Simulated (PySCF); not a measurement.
# Broadened absorption spectrum of BF2H3SeSi

BF₂H₃SeSi.
Cartesian coordinates in Å at the PBE0-D3(BJ)/def2-SVP level; atoms count from 1:
```
atom  x, y, z in Å
F1     0.0068   -2.3180    0.1357
B2    -0.4323   -1.0773    0.1248
F3    -1.7345   -0.9106    0.2514
Si4    0.8426    0.4935   -0.0667
Se5   -0.3846    2.3964   -0.4005
H6     1.6822    0.6055    1.1662
H7     1.7709    0.2610   -1.2141
H8    -1.6527    1.6675   -0.2414
```

The calculation used PySCF 2.14.0, density-fitted response routines, TDDFT CAM-B3LYP/def2-SVPD, vertical, gas phase, core orbitals frozen in the response. Relativistic effects, spin–orbit coupling among them, are left out although an element past zinc is present.

Computed states:

```json
{"state": "S1", "E (eV)": "5.26", "f": "0.0028"}
{"state": "S2", "E (eV)": "5.36", "f": "0.015"}
{"state": "S3", "E (eV)": "5.59", "f": "0.023"}
{"state": "S4", "E (eV)": "6.46", "f": "0.028"}
{"state": "S5", "E (eV)": "6.65", "f": "0.011"}
{"state": "S6", "E (eV)": "7.26", "f": "0.0054"}
{"state": "S7", "E (eV)": "7.35", "f": "0.032"}
{"state": "S8", "E (eV)": "7.46", "f": "0.011"}
{"state": "S9", "E (eV)": "7.52", "f": "0.050"}
{"state": "S10", "E (eV)": "7.55", "f": "0.048"}
```

Each state is given a Gaussian of 0.3 eV full width at half maximum, with ε(max) = 2.175×10⁸ f / Δν̃ (Δν̃ the width in cm⁻¹). The width is an assumption, not a result. The curve ends short of the highest state used, and states not computed would add to its high-energy end.

**Question.** Give the broadened spectrum and its maxima.

**Answer.** 
```json
{"E (eV)": "4.81", "ε (L mol⁻¹ cm⁻¹)": "1"}
{"E (eV)": "4.85", "ε (L mol⁻¹ cm⁻¹)": "2"}
{"E (eV)": "4.89", "ε (L mol⁻¹ cm⁻¹)": "5"}
{"E (eV)": "4.93", "ε (L mol⁻¹ cm⁻¹)": "13"}
{"E (eV)": "4.97", "ε (L mol⁻¹ cm⁻¹)": "31"}
{"E (eV)": "5.01", "ε (L mol⁻¹ cm⁻¹)": "68"}
{"E (eV)": "5.05", "ε (L mol⁻¹ cm⁻¹)": "136"}
{"E (eV)": "5.09", "ε (L mol⁻¹ cm⁻¹)": "251"}
{"E (eV)": "5.12", "ε (L mol⁻¹ cm⁻¹)": "375"}
{"E (eV)": "5.16", "ε (L mol⁻¹ cm⁻¹)": "595"}
{"E (eV)": "5.20", "ε (L mol⁻¹ cm⁻¹)": "869"}
{"E (eV)": "5.24", "ε (L mol⁻¹ cm⁻¹)": "1173"}
{"E (eV)": "5.28", "ε (L mol⁻¹ cm⁻¹)": "1471"}
{"E (eV)": "5.32", "ε (L mol⁻¹ cm⁻¹)": "1728"}
{"E (eV)": "5.36", "ε (L mol⁻¹ cm⁻¹)": "1929"}
{"E (eV)": "5.40", "ε (L mol⁻¹ cm⁻¹)": "2085"}
{"E (eV)": "5.44", "ε (L mol⁻¹ cm⁻¹)": "2215"}
{"E (eV)": "5.47", "ε (L mol⁻¹ cm⁻¹)": "2304"}
{"E (eV)": "5.51", "ε (L mol⁻¹ cm⁻¹)": "2401"}
{"E (eV)": "5.55", "ε (L mol⁻¹ cm⁻¹)": "2434"}
{"E (eV)": "5.59", "ε (L mol⁻¹ cm⁻¹)": "2354"}
{"E (eV)": "5.63", "ε (L mol⁻¹ cm⁻¹)": "2134"}
{"E (eV)": "5.67", "ε (L mol⁻¹ cm⁻¹)": "1791"}
{"E (eV)": "5.71", "ε (L mol⁻¹ cm⁻¹)": "1378"}
{"E (eV)": "5.75", "ε (L mol⁻¹ cm⁻¹)": "968"}
{"E (eV)": "5.79", "ε (L mol⁻¹ cm⁻¹)": "618"}
{"E (eV)": "5.82", "ε (L mol⁻¹ cm⁻¹)": "415"}
{"E (eV)": "5.86", "ε (L mol⁻¹ cm⁻¹)": "224"}
{"E (eV)": "5.90", "ε (L mol⁻¹ cm⁻¹)": "110"}
{"E (eV)": "5.94", "ε (L mol⁻¹ cm⁻¹)": "49"}
{"E (eV)": "5.98", "ε (L mol⁻¹ cm⁻¹)": "22"}
{"E (eV)": "6.02", "ε (L mol⁻¹ cm⁻¹)": "13"}
{"E (eV)": "6.06", "ε (L mol⁻¹ cm⁻¹)": "20"}
{"E (eV)": "6.10", "ε (L mol⁻¹ cm⁻¹)": "47"}
{"E (eV)": "6.13", "ε (L mol⁻¹ cm⁻¹)": "87"}
{"E (eV)": "6.17", "ε (L mol⁻¹ cm⁻¹)": "188"}
{"E (eV)": "6.21", "ε (L mol⁻¹ cm⁻¹)": "367"}
{"E (eV)": "6.25", "ε (L mol⁻¹ cm⁻¹)": "653"}
{"E (eV)": "6.29", "ε (L mol⁻¹ cm⁻¹)": "1052"}
{"E (eV)": "6.33", "ε (L mol⁻¹ cm⁻¹)": "1544"}
{"E (eV)": "6.37", "ε (L mol⁻¹ cm⁻¹)": "2064"}
{"E (eV)": "6.41", "ε (L mol⁻¹ cm⁻¹)": "2523"}
{"E (eV)": "6.45", "ε (L mol⁻¹ cm⁻¹)": "2834"}
{"E (eV)": "6.48", "ε (L mol⁻¹ cm⁻¹)": "2935"}
{"E (eV)": "6.52", "ε (L mol⁻¹ cm⁻¹)": "2890"}
{"E (eV)": "6.56", "ε (L mol⁻¹ cm⁻¹)": "2674"}
{"E (eV)": "6.60", "ε (L mol⁻¹ cm⁻¹)": "2346"}
{"E (eV)": "6.64", "ε (L mol⁻¹ cm⁻¹)": "1966"}
{"E (eV)": "6.68", "ε (L mol⁻¹ cm⁻¹)": "1577"}
{"E (eV)": "6.72", "ε (L mol⁻¹ cm⁻¹)": "1207"}
{"E (eV)": "6.76", "ε (L mol⁻¹ cm⁻¹)": "875"}
{"E (eV)": "6.80", "ε (L mol⁻¹ cm⁻¹)": "595"}
{"E (eV)": "6.83", "ε (L mol⁻¹ cm⁻¹)": "426"}
{"E (eV)": "6.87", "ε (L mol⁻¹ cm⁻¹)": "258"}
{"E (eV)": "6.91", "ε (L mol⁻¹ cm⁻¹)": "155"}
{"E (eV)": "6.95", "ε (L mol⁻¹ cm⁻¹)": "113"}
```

Maxima: 224 nm (5.54 eV), ε about 2400, made up of S2 (19%) and S3 (80%); 191 nm (6.49 eV), ε about 2900, made up of S4 (85%) and S5 (15%) (ε in L mol⁻¹ cm⁻¹; maxima over ε = 5, shares over 10%).

**Question.** What would ε be at 6.49 eV, the highest of these maxima, with half the width (0.15 eV)?

**Answer.** About 4700 L mol⁻¹ cm⁻¹ against 2940, a factor of about 1.6; a lone state at its own centre would give exactly 2.

**Question.** On this curve, what absorbance would a 10⁻⁴ mol/L sample give at 254 nm over a 1 cm path?

**Answer.** 254 nm is 4.881 eV, where ε is about 4.1 L mol⁻¹ cm⁻¹, so A = ε c l ≈ 0.00041 (Beer–Lambert, with the gas-phase spectrum and the assumed width).

**Question.** Coming from long wavelengths, where does ε first pass 100 L mol⁻¹ cm⁻¹?

**Answer.** At about 246 nm (5.03 eV), 0.23 eV below S1.

All these states lie below the vertical ionisation energy of 9.49 eV (ΔSCF).

Time: 90 s wall. Hardware: one thread of an Arm Neoverse N1 (shared host).

One conformer stands for the species.
